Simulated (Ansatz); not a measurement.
Input file for Ansatz (a program for electronic structure): R-CCSD(T)/cc-pV(D+d)Z on H4P2 (SMILES PP), a point of a bond scan (R = 2.250 Å). Files ending in .json are basis or fitting sets from the Basis Set Exchange.

Ansatz 0.2 input:
```yaml
crystal:
  periodic: [false, false, false]
  atoms:
    - {symbol: P, position_ang: [-0.98931421, -0.53589241, 0.00725596]}
    - {symbol: P, position_ang: [0.98931421, 0.53589241, -0.00725596]}
    - {symbol: H, position_ang: [-1.52762971, 0.25159167, -1.04540375]}
    - {symbol: H, position_ang: [-1.54504892, 0.31148207, 1.00280738]}
    - {symbol: H, position_ang: [1.54504892, -0.31148207, -1.00280738]}
    - {symbol: H, position_ang: [1.52762971, -0.25159167, 1.04540375]}
basis:
  gaussian:
    orbitals: cc-pV_D+d_Z.json
    pivot_positions_ang: [[-0.98931421, -0.53589241, 0.00725596], [0.98931421, 0.53589241, -0.00725596], [-1.52762971, 0.25159167, -1.04540375], [-1.54504892, 0.31148207, 1.00280738], [1.54504892, -0.31148207, -1.00280738], [1.52762971, -0.25159167, 1.04540375]]
magnetization: {spin_polarized: false}
correlation: {method: ccsd_t, electrons: outside_noble_gas}
scf: {lower_state_search: off}
output: {orbitals: {seedname: ./end}}
```

It printed:

```
WARN ansatz: RAYON_NUM_THREADS=2 ignored (pool sized by the plan → 2); use --threads N
Functional definition: HF
these checks for a lower state are left out or cut short: stability, starts, cluster_reference, orbital_swaps, neighbouring_geometries, increment
integrals: 0.04 GiB planned
732 factors; integrals over basis functions are off by at most 2.7e-4 eV
mean field: 0.14 GiB planned
mean field evaluation 1: about -18606.3629 eV, gradient 1.2e1 eV
mean field evaluation 2: about -18606.3988 eV, gradient 1.2e1 eV
mean field evaluation 4: about -18607.2240 eV, gradient 1.1e0 eV
mean field evaluation 8: about -18607.2327 eV, gradient 9.9e-4 eV
mean field -18607.23274724 eV, -683.8031910256 hartree, gradient 5.1e-6 eV, S^2 0.000000; 0 other end points of the search recorded, 0 dependent functions left out
10 core orbitals not correlated
reference -18607.23274724 eV, -683.8031910256 hartree; 7, 7 occupied and 49, 49 virtual orbitals, 732 factors
second order -6.85363518 eV of doubles, -0.00000000 eV of singles
coupled cluster: 0.13 GiB planned
cycle   1  -7.75929597 eV  change   -9.1e-1 eV  update   7.5e-2
cycle   2  -8.09664744 eV  change   -3.4e-1 eV  update   2.6e-2
cycle   3  -8.11866127 eV  change   -2.2e-2 eV  update   7.1e-3
cycle   4  -8.11756402 eV  change    1.1e-3 eV  update   2.6e-3
cycle   5  -8.11690429 eV  change    6.6e-4 eV  update   9.0e-4
cycle   6  -8.11681381 eV  change    9.0e-5 eV  update   2.9e-4
cycle   7  -8.11683921 eV  change   -2.5e-5 eV  update   8.9e-5
cycle   8  -8.11683966 eV  change   -4.4e-7 eV  update   2.5e-5
cycle   9  -8.11683475 eV  change    4.9e-6 eV  update   6.8e-6
perturbative correction -0.24498068 eV, -0.0090028741 hartree
Total energy: -18615.59456268 eV, -684.1104820752 hartree
Checks for a lower state left out: stability, starts, cluster_reference, orbital_swaps, neighbouring_geometries, increment
```

The calculation finished and met its thresholds.

Cost: around 1.6 core-seconds (rough).
